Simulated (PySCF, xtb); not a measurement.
C3H7S, SMILES [C](C)(S)C, multiplicity 2. Other conformers were not sampled.

Harmonic wavenumbers (cm⁻¹) from GFN2-xTB run with xtb at its own minimum, in rising order: 119, 129, 237, 254, 308, 337, 662, 860, 961, 974, 986, 1046, 1196, 1272, 1395, 1407, 1465, 1471, 1478, 1483, 2379, 2886, 2896, 2984, 2993, 3013, 3034.

What does PBE-D3(BJ)/def2-SVP in PySCF give at its own minimum? (The exact figures need the calculation; the answer reports its results.)

147, 157, 225, 252, 311, 341, 623, 874, 916, 927, 946, 1003, 1169, 1254, 1331, 1343, 1384, 1393, 1396, 1411, 2583, 2879, 2886, 2983, 2988, 3039, 3049. Paired by order, the mean absolute difference is 39 cm⁻¹ and the zero-point energies are 54.6 and 54.1 kcal/mol.
